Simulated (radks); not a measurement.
Dynamic dipole polarisability and lines of the zinc ion Zn+, [Ar] 3d10 4s1. Calculated with a radial shooting solver on a logarithmic mesh with Libxc functionals: non-relativistic Kohn-Sham, LB94 model potential, spin-polarised, spherical densities, point nucleus; open shells are filled with parallel spins first. Time-dependent linear response with the Hartree and adiabatic LDA kernel, continuum included through the Sternheimer equations. Lines are the poles of the dipole polarisability below minus the highest occupied eigenvalue, found on a grid refined at the orbital gaps; the lowest seven at most are given, and weak or close lines can be missed. The first line takes the name of the lowest orbital gap if no other gap lies below it; otherwise a line is named after a gap within 0.6 % of it, if that gap stands alone.

photon energy (eV),alpha (bohr^3)
0,14.34
0.322,14.37
2.255,15.63
4.188,20.43
6.121,47.14
8.054,-34.79
9.987,-7.109
11.920,-0.8955
13.853,4.812
15.786,41.81
17.719,-5.938

Lines (eV, oscillator strength): 7.093 (174.8 nm, 4s-4p), f = 0.758; 14.132 (87.73 nm, unassigned), f = 0.0109; 14.959 (82.88 nm, unassigned), f = 0.0269; 16.022 (77.38 nm, unassigned), f = 0.438. Higher lines, where found, are left out when the end of the mesh affects them. Those listed give 87 % of the static polarisability (sum of f/w^2). Orbital energy gaps for comparison: 4s-4p 6.662 eV; 4s-5p 14.271 eV; 3d-4p down 15.137 eV; 3d-4p 15.503 eV; 4s-6p 16.594 eV. At laser wavelengths: 1550 nm 14.49, 1064 nm 14.66, 780 nm 14.95, 532 nm 15.73, 355 nm 18.00, 266 nm 22.97, 193 nm 65.52 bohr^3. Measured terms reached by dipole lines (averaged over J; NIST Handbook of Basic Atomic Spectroscopic Data, eV): 4s-4p 6.083; 4s-5p 12.588; those above the model threshold have no computed partner.
